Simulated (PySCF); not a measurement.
B(Br)(Me)(OH) (CH4BBrO), SMILES OB(C)Br.

Geometry optimised at PBE-D3(BJ)/def2-SVP. One conformer was computed; it need not be the lowest.

Method: PBE-D3(BJ)/def2-SVP in PySCF.

Frequencies are harmonic and unscaled.

Computed harmonic wavenumbers and intensities:
```tsv
mode	ν (cm⁻¹)	IR (km/mol)	moving atoms (share of kinetic energy)
1	83	1.8	H 97 %
2	249	1.1	C 37 %, H 29 %, Br 13 %, O 12 %, B 10 %
3	317	12.0	O 54 %, Br 21 %, H 15 %
4	397	2.3	B 54 %, H 41 %
5	514	29.4	B 30 %, C 22 %, H 19 %, O 18 %, Br 10 %
6	624	112.4	H 82 %, O 12 %
7	821	2.2	H 57 %, C 27 %, O 13 %
8	843	5.4	H 56 %, B 24 %, C 20 %
9	910	82.8	H 64 %, B 19 %, C 13 %
10	1119	354.2	H 50 %, B 36 %, O 12 %
11	1261	76.1	H 63 %, C 20 %, B 10 %
12	1355	95.9	H 66 %, B 22 %
13	1380	8.0	H 96 %
14	1416	111.2	B 43 %, H 37 %, O 13 %
15	2979	0.1	H 97 %
16	3060	1.1	H 91 %, C 9 %
17	3088	8.0	H 91 %, C 9 %
18	3710	62.4	H 94 %
```
